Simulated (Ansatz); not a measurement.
`[SiH3][SiH2][SiH]1[CH2][AlH]1` + `C=C[SiH2]O` → `C=C([SiH3])[SiH2]O` + `[SiH3][SiH]1[CH2][AlH]1`  (formal exchange of groups at the Si–Si bond)

Calculated with Ansatz (gas phase, PBE0-D4/def2-TZVP geometries, no zero-point term in ΔE). CCSD(T)/CBS adds triple-zeta CCSD(T) − MP2 to the extrapolated MP2 energy (def2 sets, frozen cores). Functionals use def2-TZVPP. B3LYP here is the variant with VWN-RPA as its local correlation; programs differ in this. Each species was taken in one conformer, which may not be the lowest.

`[SiH3][SiH2][SiH]1[CH2][AlH]1`:

Z-matrix (Å, degrees):
```
Si
Si 1 2.338
H 1 1.488 2 110.0
H 1 1.489 2 111.4 3 120.3
H 1 1.488 2 109.8 3 -119.4
Si 2 2.324 1 110.4 3 59.2
H 2 1.493 1 109.7 3 -66.0
H 2 1.494 1 108.7 3 177.0
Al 6 2.327 2 116.2 1 103.1
C 6 1.934 2 113.5 1 162.5
H 6 1.491 2 112.5 1 -62.0
H 9 1.580 6 164.6 2 -75.9
H 10 1.089 6 118.6 2 18.8
H 10 1.097 6 111.7 2 146.9
```

`C=C[SiH2]O`:

Cartesian coordinates in Å:
```
C 0.823 1.402 -0.220
C -0.348 0.903 0.169
Si -0.761 -0.904 0.052
O 0.548 -1.791 -0.417
H 1.598 0.767 -0.640
H 1.058 2.460 -0.144
H -1.091 1.587 0.577
H -1.274 -1.363 1.375
H -1.801 -1.147 -0.978
H 1.248 -1.914 0.226
```

`C=C([SiH3])[SiH2]O`:

Cartesian coordinates in Å:
```
C 0.778 0.396 -1.341
C 0.327 0.033 -0.136
Si 1.457 -0.888 1.028
Si -1.421 0.461 0.345
O -2.273 1.092 -0.918
H 0.155 0.936 -2.052
H 1.792 0.179 -1.675
H 0.927 -2.250 1.306
H 2.808 -1.001 0.415
H 1.562 -0.176 2.331
H -1.421 1.504 1.400
H -2.083 -0.767 0.871
H -2.609 0.481 -1.574
```

`[SiH3][SiH]1[CH2][AlH]1`:

Cartesian coordinates in Å:
```
Si -1.272 1.355 -0.742
Si 0.459 -0.196 -0.772
C 0.327 -1.431 0.712
Al 1.799 -0.226 1.130
H -0.957 2.538 -1.587
H -2.576 0.790 -1.191
H -1.440 1.820 0.665
H 0.705 -0.781 -2.120
H 0.705 -2.426 0.448
H -0.630 -1.539 1.220
H 2.880 0.096 2.237
```

| level | ΔE (kJ/mol) |
| --- | --- |
| r2SCAN-D4 | 8.9 |
| B3LYP-D4 | 4.7 |
| ωB97X-V | 5.3 |
| PBE0 | 13.8 |
| HF/def2-TZVPP | -0.4 |
| SCS-MP2/def2-TZVPP | -2.9 |
| CCSD/def2-TZVPP | 3.8 |
| SCS-MP2/def2-QZVPP | -2.6 |

Question: What does CCSD(T)/CBS give? (Best estimate.)

Answer: The calculation gave: +4.5 kJ/mol. The listed levels differ from it by 4.4, 0.2, 0.8, 9.3, -4.9, -7.4, -0.7, -7.1 kJ/mol.

Largest T1 diagnostic among the species: 0.014.
